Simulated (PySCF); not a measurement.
Calculation: M06-2X/def2-TZVP // B3LYP-D3(BJ)/def2-TZVP run with PySCF 2.14.0. Gas-phase values, no solvent. Excitations are Tamm–Dancoff values on a coarser integration grid. The basis has no diffuse functions, so Rydberg states are missing or too high.

Reference species (SMILES): `C#CN[SiH3]` (neutral, multiplicity 1).

```json
{
  "S1 oscillator strength": "0.000",
  "S1 excitation (TDA)": "5.44 eV",
  "HOMO–LUMO gap": "8.53 eV"
}
```

After one change: the S1 oscillator strength is nearly the same; the S1 excitation (TDA) drops by 2.48 eV; the HOMO–LUMO gap falls by 2.78 eV.

**Question.** Name the change that produced these shifts. The new species is one of these.
A. `C[SiH]=C=N`
B. `NC#C[SiH3]`
C. `C=CN=[SiH2]` (C–C–N–Si torsion 55°)
D. `C#C[SiH2]N`

**Answer.** A, `C[SiH]=C=N`
